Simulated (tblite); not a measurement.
Compound: C₆H₇O₂ (doublet state).
Cartesian coordinates in Å at the GFN2-xTB level; atoms count from 1:
```
atom  x, y, z in Å
C1     3.3777   -0.0029   -0.3598
C2     2.1100   -0.1862   -0.4854
C3     0.7896   -0.3717   -0.6305
C4    -0.0917   -0.6329    0.4026
C5    -1.5513   -0.7700    0.1734
O6    -2.2512    0.4731    0.4694
C7    -2.3454    1.3515   -0.5044
O8    -1.9427    1.2414   -1.6252
H9     4.0895   -0.8168   -0.4079
H10    3.8105    0.9768   -0.2033
H11    0.3892   -0.3080   -1.6368
H12    0.2613   -0.6588    1.4214
H13   -2.0032   -1.4965    0.8527
H14   -1.7631   -1.0297   -0.8688
H15   -2.8837    2.2388   -0.1248
```

Calculated harmonic vibrations of the isolated species, GFN2-xTB (tblite), most abundant isotopes, no scaling. Against measured fundamentals such values can be off by several per cent, at times by over 20. One conformer, not necessarily the lowest. Open shells enter through the occupations alone, without spin polarisation, and single modes of such species can be off by tens of per cent.

Harmonic wavenumbers (cm⁻¹): 40.1, 49.0, 89.9, 141.3, 228.0, 262.6, 308.5, 363.7, 438.0, 453.7, 548.7, 681.8, 732.3, 847.6, 862.2, 895.5, 932.5, 935.3, 938.7, 1079.2, 1111.4, 1126.6, 1206.3, 1228.5, 1265.6, 1299.5, 1354.1, 1369.1, 1421.0, 1459.3, 1786.7, 1976.5, 2808.8, 2941.9, 2966.4, 3004.5, 3018.6, 3023.0, 3100.2.

A = 4595, B = 995.8, C = 882.7 MHz; mass 111.045 u (most abundant isotopes); point group C1, symmetry number 1; spin multiplicity 2.

Zero-point energy?

½Σν̃ = 24148 cm⁻¹ = 69.04 kcal/mol.

What is S at 273.15 K and 1 bar for an ideal gas of classical rigid rotors and harmonic oscillators?

Translation 39.62, rotation 28.51, vibration 24.47, spin (R ln 2) 1.38: S = 94.0 cal/(mol K).

And Cp and H(273.15 K) − H(0)?

Cp = 31.05 cal/(mol K), of which vibrations give 23.10 (their classical limit is 39 R = 77.5); H(273.15 K) − H(0) = 5.51 kcal/mol without the zero-point energy, 3.34 from vibrations.

What must be added to the electronic energy to get the Gibbs energy at 273.15 K and 1 bar?

ZPE + [H(273.15 K) − H(0)] − T·S = 69.04 + 5.51 − 25.67 = 48.88 kcal/mol.

Blend soft modes into free rotors: weight 1/[1 + (100 cm⁻¹/ν̃)⁴] for the oscillator and the rest for a rotor with moment μB/(μ + B), μ = h/(8π²ν), B = 10⁻⁴⁴ kg m². What vibrational entropy results?

21.57 cal/(mol K) in place of 24.47, which changes −T·S at 273.15 K by +0.79 kcal/mol.

How do the functions run with temperature in this model?

```csv
T (K),S (cal/(mol K)),Cp (cal/(mol K)),H − H(0) (kcal/mol),G − H(0) (kcal/mol),ln q(vib)
50,60.1,13.4,0.52,-2.48,0.76
100,70.6,17.6,1.30,-5.76,2.05
298.15,96.8,33.0,6.31,-22.54,6.72
373.15,104.8,38.8,9.01,-30.11,8.38
500,117.4,47.1,14.47,-44.21,11.10
750,138.8,58.6,27.80,-76.32,16.19
1000,156.8,66.0,43.44,-113.33,20.86
```

q(vib) and H(0) count from the zero-point level.

Which modes carry the vibrational entropy at 273.15 K?

40.1 cm⁻¹: 5.08; 49.0 cm⁻¹: 4.68; 89.9 cm⁻¹: 3.49; 141.3 cm⁻¹: 2.62; 228.0 cm⁻¹: 1.74; 262.6 cm⁻¹: 1.49 cal/(mol K); the other 33 give 5.36 together.

Hindered rotation and anharmonicity are outside this model. Other conformers, if any are populated, would add a mixing term that is left out. The structure is chiral; the term R ln 2 for an equal mix with its mirror image is left out.

Time: 0.4 s. Hardware: an Arm Neoverse V1 with one thread, shared host. This covers the Hessian and the dipole derivatives.
